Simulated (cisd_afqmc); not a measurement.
Input (AFQMC/CISD/def2-SVP; cisd_afqmc is a phaseless AFQMC code with CISD trial states that reads the integrals written by Ansatz):

Ansatz 0.2 input:
```python
import cisd_afqmc

open("ham.yaml", "w").write("""\
crystal:
  periodic: [false, false, false]
  atoms:
    - {symbol: Pb, position_ang: [-0.00299730, -0.01351569, 1.01492279]}
    - {symbol: I, position_ang: [1.12026332, -1.87604752, -0.80694989]}
    - {symbol: I, position_ang: [-1.11562599, 1.89695858, -0.76330802]}
basis:
  gaussian:
    orbitals: def2-SVP
magnetization: {spin_polarized: false}
correlation: {method: ccsd, electrons: outside_noble_gas, hamiltonian_folder: ham}
""")
rep = cisd_afqmc.ansatz("ham.yaml")
e_ccsd = rep["correlation"]["coupled_cluster"]["energy"]["hartree"]
out = cisd_afqmc.run("ham", e_ccsd, trial="CISD", walkers=100, populations=8, threads=8, dt=0.005, steps=40, early=36, settle=10, least=32,
    cut=5e-5, rank_cut=2e-4, target=0.0004, seconds=1500, seed=1, memory=17280, gpu=False)
```

Output:

```
orbitals 51, occupied [9], factors 303 of 1016, rank of the doubles 157 of 378
E(HF) = -785.261607
E(CCSD) on the cut factors = -785.531772, shift to the whole factors -0.000002
Energy of the trial state on the determinant = -785.531665
  tau behind 10.8 of longer steps, mean of the populations' last blocks
   2.0  -785.54118
   4.0  -785.54192
   6.0  -785.54250
   8.0  -785.54342
blocks 342 (0 outliers left out), error by blocks joined: 1: 0.00020, 2: 0.00026, 4: 0.00032, 8: 0.00040, 16: 0.00039
E(AFQMC/CISD) = -785.54221 +/- 0.00040
```
